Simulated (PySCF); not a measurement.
BrPdN at several levels of theory

All levels use the PBE0 minimum (triplet; Pd–Br 2.365 Å, Pd–N 1.746 Å; Br–Pd–N 110.6°), basis [Pd def2-SVP with ECP28, N def2-SVP, Br def2-SVP], scalar-relativistic core potentials, density fitting, no spin–orbit coupling, PySCF. For vertical energies the ionised species is a doublet (spins chosen at PBE0 and kept) and the electron-attached one a doublet. Atomisation goes to high-spin ground-configuration atoms, without zero-point energy. Open shells are unrestricted, also as the reference of the correlated levels. A dash marks a value that was not computed or is not defined at that level.

```xyz
3
charge 0 multiplicity 3, angstrom
Pd   -0.3489   -0.3489   -0.7569
N     0.5031    0.5031   -2.0207
Br    0.3786    0.3786    1.3730
```

| level | atomisation (kJ/mol) | vertical IP (eV) | vertical EA (eV) | −ε(HOMO) (eV) | dipole (D) |
| --- | --- | --- | --- | --- | --- |
| PBE0 | 436 | 9.85 | 2.07 | 7.56 | 3.18 |
| HF | ? | ? | ? | ? | ? |
| MP2 | – | 9.68 | 2.01 | – | – |
| PBE | 554 | 9.52 | 2.08 | 6.13 | 2.43 |
| r2SCAN | – | – | – | ? | ? |

Question: Fill in the row of HF.

Answer: atomisation (kJ/mol) 95, vertical IP (eV) 8.40, vertical EA (eV) 0.92, −ε(HOMO) (eV) 9.75, dipole (D) 5.66.

Question: Fill in the row of r2SCAN.

Answer: −ε(HOMO) (eV) 6.50, dipole (D) 2.92.

Spin contamination in at least one species weakens the values at: PBE0, HF, MP2, PBE.

Without diffuse functions attachment energies tend to come out too low.

Other spin states or occupations of the open shell can lie lower.
